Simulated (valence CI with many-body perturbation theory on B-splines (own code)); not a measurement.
The numbers below are computed, except where a source is named.
Sr XVI: magnetic and hyperfine properties of the levels

Level of theory: configuration interaction combined with many-body perturbation theory (CI+MBPT): five valence electrons over a frozen Dirac-Fock core [Ar], a basis of 7 s, 7 p, 8 d, 6 f, 4 g, 1 h functions for each j, with the one-electron correlation potential Σ1, the two-electron term Σ2, the three-electron term Σ3, Breit, model QED; selected CI, second order for the rest (own B-spline code, finite nucleus).

No measured spectrum was set against this ion. As an estimate, terms of the open shell hold to 2 to 4 % of their energy, and close levels can change places. Core correlation moves these levels by up to 10000 cm⁻¹, and in measured spectra 5 to 20 % of such shifts remained as error; rates that hang on mixing are uncertain with them. Only levels of the ground parity were solved; by the run's estimate the other parity begins above the list, which can be wrong where configurations are misplaced.

A/g_I is the dipole constant over the nuclear g factor μ/I (μ in nuclear magnetons, uniformly magnetised nucleus), B/Q the quadrupole constant per barn. Both hold the static response of the core; the bare values leave it out. Large factors of s and p1/2 electrons are usually good to 5 to 10 %; those of open d and f shells near neutrality can be off by tens of per cent, and small factors of p3/2, d and f electrons come from cancelling terms and can be off by a factor of two or in sign, in half-filled shells by more. B is blank for J = 1/2, where it vanishes, and for nearly pure S terms. Energies count from the lowest level.

Names give the largest LS component (configuration and term), which can be under half, so a name can repeat, a term be missing and a line seem to break the LS rules; names also repeat where a configuration has a term twice. Letters in brackets count levels of one name in rising energy.

```
         Level  E (cm⁻¹)      g  A/g_I (MHz)  A/g_I bare  B/Q (MHz/b)  B/Q bare
    3d5 6S_5/2       0.0  1.988         -565        11.6                       
    3d5 4G_5/2     78866  0.789         4160        4080         2220      2290
   3d5 4G_11/2     82207  1.263         3380        3560        -83.4     -81.0
    3d5 4G_7/2     82306  1.002         3570        3600         1450      1490
    3d5 4G_9/2     83513  1.170         3260        3390         1100      1140
    3d5 4P_5/2     85562  1.292         2030        2230         2730      2810
    3d5 4P_3/2     88071  1.516         2650        2960         2710      2790
    3d5 4P_1/2     92245  2.122        -2210       -1550                       
    3d5 4D_7/2     99938  1.399         2030        2280         1540      1580
    3d5 4D_1/2    105760  0.531         7790        7560                       
    3d5 4D_5/2    106420  1.398         2630        2880        -1780     -1840
    3d5 4D_3/2    108040  1.363         3290        3520        -1480     -1530
   3d5 2I_11/2    117740  0.947         4210        4210          439       452
   3d5 2I_13/2    121690  1.075         4040        4110        -19.4     -16.8
3d5 2D_5/2 [a]    125430  1.085         3060        3130         1250      1290
3d5 2D_3/2 [a]    128780  0.686         6210        6070         -260      -264
3d5 2F_7/2 [a]    131110  1.141         4090        4200        -2990     -3080
    3d5 4F_9/2    133130  1.218         3110        3270        -6.44     -13.8
    3d5 4F_5/2    139020  1.010         4090        4130        -2870     -2950
3d5 2F_7/2 [b]    144050  1.192         2920        3060        -1540     -1580
    3d5 2H_9/2    144690  1.058         3860        3930         1260      1300
    3d5 4F_3/2    146330  0.559         6390        6180         -710      -727
3d5 2G_7/2 [a]    151880  0.932         5080        5080        -1790     -1850
   3d5 2H_11/2    154920  1.072         3940        4010         -406      -417
3d5 2F_5/2 [a]    155910  0.985         3170        3200         2640      2730
3d5 2G_9/2 [a]    160760  1.073         3710        3780         -854      -885
3d5 2F_5/2 [b]    162990  0.950         3980        3990        -2680     -2760
3d5 2F_7/2 [c]    164000  1.144         3900        4000         1180      1220
    3d5 2S_1/2    175130  1.989         -695        -120                       
3d5 2D_3/2 [b]    195320  0.803         4910        4840        -1130     -1160
3d5 2D_5/2 [b]    199320  1.176         3300        3430         -670      -694
3d5 2G_9/2 [b]    217330  1.109         3620        3710        -1490     -1530
3d5 2G_7/2 [b]    219270  0.894         4850        4820         2120      2180
    3d5 2P_3/2    259750  1.290         3310        3500        -2990     -3090
    3d5 2P_1/2    263250  0.687          525         388                       
3d5 2D_5/2 [c]    285420  1.198         2820        2960         -870      -896
3d5 2D_3/2 [c]    288120  0.838         6520        6460         3870      3980
```

(1) Take the isotope of mass number 87, with I = 9/2, μ = -1.09316 μN and Q = 0.305 b. What is the hyperfine structure of 3d5 4P_5/2?

Answers

(1) From the table A = -494 MHz, B = 833 MHz. Shifts from the centre of gravity in MHz: F = 2: 7170, F = 3: 5440, F = 4: 3230, F = 5: 622, F = 6: -2280, F = 7: -5350.
